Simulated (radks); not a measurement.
Question: Species: Ce+. Configuration: [Xe] 4f0.5 5d2 6s0.5 (fractional occupations, a model configuration). Calculated with a radial shooting solver on a logarithmic mesh with Libxc functionals: scalar-relativistic Kohn-Sham, r2SCAN, spin-unpolarised, spherical densities, finite nucleus; meta-GGA in the generalised Kohn-Sham scheme; Fermi nuclear charge, rms radius 4.8771 fm. Some entries of the table are withheld. Estimate them.

orbital  occ.  eigenvalue (eV)  <r> (bohr)
1s          2              (1)     0.02458
2s          2        -6486.130      0.1052
2p          6              (2)     0.09238
3s          2              (3)      0.2781
3p          6        -1194.221      0.2764
3d         10        -885.7159      0.2536
4s          2        -295.7734      0.6368
4p          6              (4)      0.6735
4d         10        -120.9918      0.7414
5s          2         -48.2499       1.514
5p          6         -30.2072       1.741
4f        0.5         -12.6540       1.053
5d          2          -8.3082         (5)
6s        0.5          -7.9543         (6)

Answer: 
(1) 1s eigenvalue (eV): -40341.86
(2) 2p eigenvalue (eV): -5806.644
(3) 3s eigenvalue (eV): -1411.560
(4) 4p eigenvalue (eV): -224.2836
(5) 5d <r> (bohr): 2.668
(6) 6s <r> (bohr): 4.042
